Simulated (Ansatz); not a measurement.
Molecule: AgCl, charge 0, multiplicity 1. 
Geometry from a B3LYP-D3(BJ)/def2-TZVP (Ansatz, a program for electronic structure) optimisation:
```
Ag
Cl 1 2.3078
```

Wanted: vertical ionisation energy (to the doublet state of charge +1; each state is the SCF solution reached for its spin), in eV. Valence correlation only, unless marked. UHF or UKS for open shells. No spin-orbit coupling. The frozen core is the preceding noble-gas configuration, with the filled d and f shells of earlier blocks. Past Kr the def2 sets carry scalar-relativistic core potentials. CBS marks a two-point X^-3 extrapolation of the correlation energy; Hartree-Fock from the larger set.

```
level                                 program  vertical ionisation energy (eV)
------------------------------------  -------  -------------------------------
r2SCAN/def2-TZVPD                      Ansatz                              [?]
B3LYP/def2-TZVPD                       Ansatz                              [?]
PBE0/def2-TZVPD                        Ansatz                             9.99
wB97M-V/def2-TZVPD                     Ansatz                             9.99
CCSD/def2-QZVPPD                       Ansatz                             9.88
CCSD(T)/CBS(def2-TZVPPD,def2-QZVPPD)   Ansatz                              [?]
```

Task: Some entries are withheld; supply them.

Result: 
- r2SCAN/def2-TZVPD, vertical ionisation energy (eV): 10.02
- B3LYP/def2-TZVPD, vertical ionisation energy (eV): 10.10
- CCSD(T)/CBS(def2-TZVPPD,def2-QZVPPD), vertical ionisation energy (eV): 10.12
